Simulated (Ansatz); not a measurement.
The molecule ZrSe, closed-shell singlet (lowest of 2S+1 = 1, 3, 5, 7 at CCSD(T)/def2-TZVPP on PBE0 minima; our sources give no spin for the ground state, which may be another). No spin–orbit coupling. Se is treated without relativity.

The constants come from a fifth-degree fit in 1/R (seven points, main isotopes). In def2 and cc sets the state is the lowest found near the PBE0 minimum, followed along R. The singlet is held restricted. HF and MP2 rows in def2 and cc sets belong to the determinant that coupled cluster picked by its CCSD energy.

The values were computed with Ansatz (Gaussian orbitals). Each number belongs to the level named beside it. In def2 rows elements past Kr take small-core potentials, without spin–orbit coupling.

Energies at HF/def2-TZVPP:

```json
[
 {"R (Å)": "2.117466", "E (hartree)": "-2446.31981623"},
 {"R (Å)": "2.174387", "E (hartree)": "-2446.33036000"},
 {"R (Å)": "2.226754", "E (hartree)": "-2446.33583279"},
 {"R (Å)": "2.285952", "E (hartree)": "-2446.33803222"},
 {"R (Å)": "2.345150", "E (hartree)": "-2446.33681025"},
 {"R (Å)": "2.413456", "E (hartree)": "-2446.33207310"},
 {"R (Å)": "2.493145", "E (hartree)": "-2446.32318852"}
]
```

**Question.** With a reduced mass of 42.3084 u, find the minimum, the force constant and the constants.

**Answer.** A fifth-degree polynomial in 1/R puts the minimum at r_e = 2.2923 Å with force constant 414 N/m. Then ω_e = (1/2πc)√(k/μ) = 408 cm⁻¹ and B_e = h/(8π²cμr_e²) = 0.07583 cm⁻¹; the cubic and quartic terms give α_e = 0.00016 and ω_e x_e = 0.67 cm⁻¹.

Doubts at one or more of the structures used: a restricted determinant that unrestricted orbitals would lower (HF/def2-TZVPP).

Ansatz is a program for electronic structure.
